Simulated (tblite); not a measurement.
Compound: C2H9BCl2Si2.
Atom-mapped SMILES: `[SiH3:1][CH:2]([SiH3:3])[CH2:4][B:5]([Cl:6])[Cl:7]` (hydrogens: H8, H9, H10 on Si1; H11 on C2; H12, H13, H14 on Si3; H15, H16 on C4)

Computed with GFN2-xTB (tblite), gas phase: L-BFGS steps from a force-field or distance-geometry start until the largest atomic force falls under 0.01 eV/Å.

Step 14: E = -618.1767 eV
```
atom  x, y, z in Å  |  force x, y, z in eV/Å
Si1    -0.2653    1.3228    1.2003    0.004   0.019   0.038
C2     -0.4212    0.0646   -0.2222   -0.041   0.033   0.016
Si3    -1.7662   -1.2387    0.1623   -0.004  -0.008   0.009
C4      0.9301   -0.6210   -0.5352   -0.043  -0.020   0.002
B5      2.0050    0.3753   -1.1467    0.009  -0.048   0.011
Cl6     1.7347    1.1534   -2.6589   -0.061  -0.013   0.048
Cl7     3.4872    0.7099   -0.3417   -0.017   0.000   0.035
H8      0.1727    0.5946    2.3935    0.028   0.033   0.010
H9     -1.5839    1.9145    1.4411    0.048   0.019  -0.021
H10     0.7015    2.3807    0.8873   -0.022  -0.041  -0.024
H11    -0.7310    0.6108   -1.1177   -0.024  -0.004  -0.018
H12    -1.9020   -2.1729   -0.9626    0.019   0.055   0.010
H13    -1.3556   -1.9916    1.3507   -0.016  -0.009  -0.015
H14    -3.0416   -0.5621    0.4138    0.047  -0.038  -0.034
H15     1.2952   -1.1041    0.3740    0.034   0.036  -0.009
H16     0.7329   -1.4272   -1.2493    0.041  -0.015  -0.058
```

Step 15: E = -618.1779 eV
```
atom  x, y, z in Å  |  force x, y, z in eV/Å
Si1    -0.2630    1.3248    1.1999    0.010   0.010   0.044
C2     -0.4201    0.0652   -0.2204   -0.068   0.012   0.023
Si3    -1.7659   -1.2388    0.1610    0.001  -0.031   0.022
C4      0.9291   -0.6218   -0.5345   -0.023  -0.003  -0.027
B5      2.0050    0.3733   -1.1452   -0.008  -0.033   0.018
Cl6     1.7288    1.1543   -2.6536   -0.056  -0.003   0.023
Cl7     3.4853    0.7119   -0.3400   -0.004  -0.004   0.039
H8      0.1773    0.5999    2.3940    0.025   0.028   0.013
H9     -1.5790    1.9200    1.4394    0.027   0.020  -0.017
H10     0.7028    2.3820    0.8862   -0.006  -0.028  -0.032
H11    -0.7308    0.6095   -1.1159   -0.028   0.015  -0.036
H12    -1.9014   -2.1737   -0.9637    0.024   0.061   0.007
H13    -1.3583   -1.9969    1.3480   -0.016   0.004  -0.023
H14    -3.0436   -0.5672    0.4106    0.043  -0.026  -0.030
H15     1.2941   -1.1065    0.3711    0.055   0.011   0.064
H16     0.7321   -1.4271   -1.2481    0.025  -0.036  -0.089
```

Step 16: E = -618.1793 eV
```
atom  x, y, z in Å  |  force x, y, z in eV/Å
Si1    -0.2598    1.3275    1.2002    0.014  -0.009   0.033
C2     -0.4200    0.0661   -0.2179   -0.071  -0.019   0.016
Si3    -1.7656   -1.2395    0.1597    0.011  -0.045   0.031
C4      0.9272   -0.6232   -0.5338    0.005   0.007  -0.045
B5      2.0048    0.3704   -1.1429   -0.030  -0.006   0.022
Cl6     1.7202    1.1555   -2.6468   -0.043   0.006   0.002
Cl7     3.4830    0.7144   -0.3368    0.001  -0.011   0.036
H8      0.1838    0.6071    2.3949    0.022   0.017   0.022
H9     -1.5723    1.9275    1.4368   -0.005   0.024  -0.007
H10     0.7045    2.3831    0.8842    0.019  -0.006  -0.042
H11    -0.7311    0.6082   -1.1143   -0.031   0.030  -0.040
H12    -1.9002   -2.1734   -0.9651    0.029   0.056  -0.008
H13    -1.3620   -2.0037    1.3442   -0.010   0.013  -0.018
H14    -3.0455   -0.5741    0.4058    0.024  -0.004  -0.021
H15     1.2938   -1.1094    0.3685    0.059  -0.012   0.118
H16     0.7316   -1.4275   -1.2483    0.005  -0.041  -0.099
```

Step 17: E = -618.1807 eV
```
atom  x, y, z in Å  |  force x, y, z in eV/Å
Si1    -0.2560    1.3304    1.2010    0.013  -0.027   0.007
C2     -0.4211    0.0668   -0.2151   -0.041  -0.046  -0.004
Si3    -1.7651   -1.2411    0.1588    0.017  -0.042   0.029
C4      0.9252   -0.6255   -0.5331    0.029  -0.001  -0.038
B5      2.0041    0.3675   -1.1402   -0.048   0.025   0.022
Cl6     1.7098    1.1572   -2.6397   -0.023   0.010  -0.005
Cl7     3.4807    0.7170   -0.3325   -0.009  -0.019   0.023
H8      0.1913    0.6154    2.3964    0.020   0.005   0.033
H9     -1.5650    1.9363    1.4339   -0.032   0.026   0.004
H10     0.7067    2.3843    0.8812    0.042   0.012  -0.051
H11    -0.7320    0.6072   -1.1130   -0.028   0.032  -0.023
H12    -1.8983   -2.1721   -0.9668    0.033   0.040  -0.033
H13    -1.3662   -2.0110    1.3398    0.001   0.011   0.002
H14    -3.0471   -0.5818    0.4002   -0.002   0.019  -0.008
H15     1.2943   -1.1128    0.3678    0.039  -0.017   0.118
H16     0.7309   -1.4287   -1.2503   -0.008  -0.026  -0.076
```

Problem. Estimate the geometry and energy of step 18. (The exact step hangs on the optimiser's Hessian estimate; all steps are aligned on step 17, rigid shifts and turns removed.)

Solution. E = -618.1818 eV, largest force 0.074 eV/Å
```
atom  x, y, z in Å  |  force x, y, z in eV/Å
Si1    -0.2528    1.3324    1.2017    0.007  -0.030  -0.019
C2     -0.4227    0.0666   -0.2131    0.003  -0.053  -0.022
Si3    -1.7647   -1.2432    0.1586    0.011  -0.025   0.015
C4      0.9241   -0.6280   -0.5326    0.033  -0.018  -0.011
B5      2.0029    0.3659   -1.1376   -0.053   0.043   0.020
Cl6     1.7010    1.1590   -2.6343   -0.006   0.010   0.001
Cl7     3.4788    0.7187   -0.3285   -0.026  -0.024   0.006
H8      0.1979    0.6221    2.3982    0.015  -0.003   0.036
H9     -1.5595    1.9438    1.4316   -0.037   0.020   0.010
H10     0.7094    2.3854    0.8779    0.049   0.012  -0.054
H11    -0.7334    0.6071   -1.1123   -0.021   0.019   0.004
H12    -1.8962   -2.1704   -0.9687    0.034   0.023  -0.053
H13    -1.3696   -2.0168    1.3364    0.012   0.002   0.027
H14    -3.0483   -0.5878    0.3955   -0.018   0.032   0.002
H15     1.2954   -1.1158    0.3691    0.006  -0.007   0.070
H16     0.7301   -1.4301   -1.2532   -0.008   0.000  -0.034
```

The energy changes by -0.0011 eV. The first-order estimate −F·Δx gives -0.0016 eV and the mean of the old and new forces, exact on a quadratic surface, -0.0011 eV. The step makes an angle of 73° with the force vector and moves no atom by more than 0.010 Å.

What follows is the cost of the whole relaxation. Time: 0.94 s. Hardware: Intel Xeon at 2.70 GHz, one thread, on a shared host.
